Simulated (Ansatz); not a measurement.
B(OH)2(OMe) (CH5BO3), SMILES COB(O)O.

Geometry: B3LYP-D3(BJ)/def2-SVP. The values are those of a single conformer.

Two levels are set side by side: PBE/def2-SVPD (Ansatz, a first-principles code) and CAM-B3LYP/def2-SVPD (Ansatz). Energy differences of separate SCF runs at the same geometry; the states with an electron removed or added have multiplicity 2 and 2. Differences are taken from unrounded values.

```
quantity                           CAM-B3LYP    PBE  PBE minus CAM-B3LYP
---------------------------------  ---------  -----  -------------------
vertical ionisation energy (eV)        10.91  10.33                -0.58
vertical singlet–triplet gap (eV)       7.40   6.54                -0.86
```
